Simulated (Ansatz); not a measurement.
C10H20, SMILES `C=CCCCCCCCC`, relaxed with RKS PBE0-D4/def2-TZVP in Ansatz from a GFN2-xTB geometry. The force threshold is 0.005 eV/Å; the program also tests the step.

Total charge 0; spin multiplicity 1.

Start:

```xyz
30

C     1.490    0.132    3.512
C     2.236   -0.425    2.576
C     2.230   -0.110    1.112
C     1.258    0.988    0.690
C     1.281    1.236   -0.820
C     0.601    0.142   -1.656
C    -0.834    0.475   -2.073
C    -1.846    0.575   -0.930
C    -2.080   -0.726   -0.161
C    -2.720   -1.819   -1.009
H     1.568   -0.168    4.543
H     0.774    0.906    3.302
H     2.941   -1.201    2.853
H     3.247    0.176    0.822
H     2.004   -1.035    0.572
H     0.251    0.717    1.006
H     1.535    1.913    1.201
H     2.324    1.333   -1.131
H     0.795    2.192   -1.030
H     0.612   -0.803   -1.114
H     1.176   -0.010   -2.572
H    -1.173   -0.282   -2.783
H    -0.826    1.431   -2.604
H    -2.801    0.902   -1.351
H    -1.520    1.348   -0.232
H    -1.139   -1.095    0.250
H    -2.738   -0.508    0.685
H    -2.054   -2.136   -1.808
H    -3.647   -1.462   -1.455
H    -2.948   -2.688   -0.395
```

```tsv
step	energy (eV)	largest force (eV/Å)	largest move (Å)
1	-10687.4264	0.528	0.000
2	-10687.4503	0.196	0.041
3	-10687.4553	0.034	0.053
4	-10687.4565	0.054	0.038
5	-10687.4585	0.088	0.095
6	-10687.4590	0.132	0.179
7	-10687.4612	0.068	0.052
8	-10687.4622	0.035	0.025
9	-10687.4629	0.016	0.028
10	-10687.4643	0.043	0.087
11	-10687.4648	0.057	0.077
12	-10687.4652	0.032	0.007
13	-10687.4656	0.014	0.025
14	-10687.4657	0.019	0.022
15 (rejected)	-10687.4657	0.020	0.027
16	-10687.4657	0.003	0.013
```

End:

```xyz
30

C     1.317    0.199    3.454
C     1.924   -0.535    2.531
C     1.975   -0.257    1.064
C     1.274    1.008    0.606
C     1.343    1.227   -0.902
C     0.564    0.238   -1.772
C    -0.899    0.593   -2.028
C    -1.830    0.598   -0.819
C    -1.902   -0.713   -0.046
C    -2.371   -1.894   -0.879
H     1.334   -0.091    4.498
H     0.784    1.110    3.209
H     2.444   -1.438    2.848
H     3.029   -0.223    0.753
H     1.563   -1.130    0.541
H     0.234    0.988    0.942
H     1.736    1.866    1.107
H     2.399    1.199   -1.195
H     0.999    2.242   -1.133
H     0.636   -0.771   -1.354
H     1.055    0.179   -2.749
H    -1.294   -0.102   -2.777
H    -0.937    1.583   -2.497
H    -2.838    0.853   -1.169
H    -1.543    1.404   -0.136
H    -0.925   -0.944    0.393
H    -2.580   -0.578    0.803
H    -1.669   -2.130   -1.683
H    -3.342   -1.689   -1.341
H    -2.479   -2.792   -0.266
```

Run time 47 s (4 threads of an AMD EPYC 7R13 on a shared host and a share of an NVIDIA H100 80 GB); peak host memory 1.1 GiB.
